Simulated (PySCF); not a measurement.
Species: C5H8NOSi (doublet state).
Structure used (GFN2-xTB), in Å, numbered top down from 1:
```xyz
16
C5H8NOSi angstrom
N     -0.2188    3.3078    0.9165
C     -0.1056    2.2932    0.3961
C      0.0404    1.0165   -0.2173
C     -1.3043    0.2843   -0.3269
C     -1.0380   -1.1987   -0.6102
C      0.1859   -1.6226    0.1059
Si     1.1388   -0.2013    0.8091
O      2.7409   -0.1306    0.5447
H      0.4665    1.1699   -1.2149
H     -1.8253    0.3764    0.6287
H     -1.9397    0.7253   -1.0979
H     -1.9021   -1.8148   -0.3389
H     -0.8934   -1.3491   -1.6901
H      0.4075   -2.6753    0.1597
H      1.0977    0.0731    2.2375
H      3.1419   -0.2452   -0.3133
```

The hyperfine couplings belong to this conformer and change with its torsions.

As a line formula: `N#C[C@@H]1CC[CH][Si@H]1O` [radical].

Theory: UKS B3LYP, pcH-1 on C H N O Si, non-relativistic, mean-field spin-orbit, GIAO (PySCF). The structure is a single GFN2-xTB conformer in the gas phase; no vibrational or solvent corrections. The geometry wasn't refined by DFT: couplings that depend on bond lengths, twists or pyramidal angles can differ widely from those at the functional's own minimum. Stability of the SCF solution: not tested.

The Mulliken spin populations are largest on C6 (+0.97) and C5 (-0.09). No atom but C6 exceeds +0.15. The positive populations add up to 1.13 and the negative ones to -0.13, together 2S = 1. The angles at C6 add up to 360.0°, so it is planar; its axial dipolar tensor and the negative coupling of its proton fit spin in a p orbital normal to that plane.

Q: Find Q in a(H) = Q·ρ(C) for the protons on the planar carbons that carry spin.

A: 
| H | C | ρ(C) | a(H) (G) | a/ρ (G) |
| --- | --- | --- | --- | --- |
| H14 | C6 | +0.974 | -19.55 | -20.1 |

One proton gives one ratio, Q = -20.1 G, and no test of linearity. In McConnell's picture π spin on carbon polarises the C–H bond and leaves opposite spin at the proton, which makes Q negative, as found here.

Q: List the C–H protons on four-coordinate carbons next to a three-coordinate spin centre, with their couplings and θ (C–H bond against the normal to the plane of the centre's neighbours, projected along the bond that joins the two).

A: 
| β H | on | centre | θ (°) | cos²θ | a (G) |
| --- | --- | --- | --- | --- | --- |
| H12 | C5 | C6 | 45 | 0.51 | +31.40 |
| H13 | C5 | C6 | 19 | 0.90 | +52.84 |

Couplings in gauss use g_iso = 2.0026.
